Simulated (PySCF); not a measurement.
Compound: C5H16N2Si2.
Geometry (PBE0-D3(BJ)/def2-SVP, Å), atoms numbered from 1 in this order:
```
atom  x, y, z in Å
C1     2.3876    1.2105   -0.9703
N2     1.8231   -0.0261   -0.4964
C3     2.7411   -1.1361   -0.5274
Si4    0.4606   -0.0481    0.5953
C5    -0.5461   -1.6534    0.3994
C6    -2.0451   -1.3199    0.4859
C7    -2.4292   -0.1744   -0.4631
Si8   -1.3329    1.3155   -0.0343
N9    -1.9649    2.1018    1.3854
H10    1.6226    2.0018   -0.9928
H11    3.2313    1.5757   -0.3473
H12    2.7733    1.0957   -2.0010
H13    2.2387   -2.0683   -0.2260
H14    3.1352   -1.2924   -1.5493
H15    3.6162   -0.9970    0.1420
H16    0.8497    0.1336    2.0434
H17   -0.3137   -2.0484   -0.6063
H18   -0.2665   -2.4328    1.1259
H19   -2.6496   -2.2199    0.2785
H20   -2.2938   -1.0186    1.5193
H21   -3.5025    0.0684   -0.3886
H22   -2.2407   -0.4658   -1.5121
H23   -1.1533    2.2107   -1.2306
H24   -2.8358    2.6203    1.3368
H25   -1.3166    2.5591    2.0164
```

Method used: PySCF 2.14.0, PBE0-D3(BJ)/def2-SVP geometry optimisation, gas phase.

Masses are those of the commonest isotopes; rigid-rotor values at the optimised geometry. The values belong to one conformer with, in the numbering `[CH3:1][N:2]([CH3:3])[Si@@H:4]1[CH2:5][CH2:6][CH2:7][Si@H:8]1[NH2:9]`, C1–N2–Si4–C5 153°, C7–Si8–N9–H -71° and 148°, N2–Si4–C5–C6 -140°, Si4–C5–C6–C7 51°, C5–C6–C7–Si8 -56°, C6–C7–Si8–N9 -79°.

(1) What are A, B and C (GHz)?

(2) Classify the top.

(3) Is it planar, by Δ = Ic − Ia − Ib?

(4) Give the other two planar moments, Paa and Pbb, and the rms extents of the mass along the axes.

(5) Where do the levels up to J = 2 lie, in MHz?

(6) Predict some low-J microwave lines.

## Answers

(1) Ia = 293.75, Ib = 626.20, Ic = 791.64 u·Å²; 505379 MHz·u·Å²/I gives 1720, 807.1 and 638.4 MHz, that is A = 1.7204, B = 0.8071, C = 0.6384 GHz.

(2) An asymmetric top. Ray's parameter κ = (2B − A − C)/(A − C) = -0.688; −1 is the prolate and +1 the oblate limit.

(3) Not planar: Δ = Ic − Ia − Ib = -128.32 u·Å². For a rigid frame Δ = −2 Σ m c², so Σ m c² = 64.16 u·Å² lies off the ab plane: 22.10 from hydrogen and 42.06 from heavier atoms. The atom farthest from that plane is 2.12 Å away.

(4) Paa = Σ m a² = (Ib + Ic − Ia)/2 = 562.04 and Pbb = Σ m b² = (Ia + Ic − Ib)/2 = 229.59 u·Å². With the mass M = 160.09 u, the rms extents √(P/M) along a, b and c are 1.87, 1.20, 0.63 Å.

(5) Above 0(0,0):
J = 1: 1(0,1) 1445, 1(1,1) 2359, 1(1,0) 2527
J = 2: 2(0,2) 4315, 2(1,2) 5081, 2(1,1) 5587, 2(2,1) 8327, 2(2,0) 8348
The levels of one J sum to (2J + 1)J(J + 1)(A + B + C)/3.

(6) The dipole components are |μa| = 0.14 D, |μb| = 0.62 D, |μc| = 0.06 D. Intensities carry the squares of the components, which stand as 0.05 : 1.00 : 0.01 (a : b : c). Some lines, for components of 0.1 D or more:

| type | branch | J(Ka,Kc) | MHz | lower level (cm⁻¹) |
| --- | --- | --- | --- | --- |
| a | Q | 2(1,1) ← 2(1,2) | 506 | 0.169 |
| b | Q | 1(1,0) ← 1(0,1) | 1082 | 0.048 |
| b | Q | 2(1,1) ← 2(0,2) | 1272 | 0.144 |
| a | R | 1(0,1) ← 0(0,0) | 1445 | 0.000 |
| b | R | 2(0,2) ← 1(1,1) | 1956 | 0.079 |
| b | R | 1(1,1) ← 0(0,0) | 2359 | 0.000 |
| a | R | 2(1,2) ← 1(1,1) | 2722 | 0.079 |
| b | Q | 2(2,0) ← 2(1,1) | 2761 | 0.186 |
| a | R | 2(0,2) ← 1(0,1) | 2870 | 0.048 |
| a | R | 2(1,1) ← 1(1,0) | 3060 | 0.084 |
| b | Q | 2(2,1) ← 2(1,2) | 3246 | 0.169 |
| b | R | 2(1,2) ← 1(0,1) | 3636 | 0.048 |
| b | R | 2(2,1) ← 1(1,0) | 5800 | 0.084 |
| b | R | 2(2,0) ← 1(1,1) | 5990 | 0.079 |

Whether it is a minimum is left open (no frequencies). Zero-point vibration and centrifugal distortion are left out. A rigid rotor knows nothing of inversion at nitrogen or internal rotation, which can split or shift real lines. Quadrupole hyperfine structure (14N) is left out.
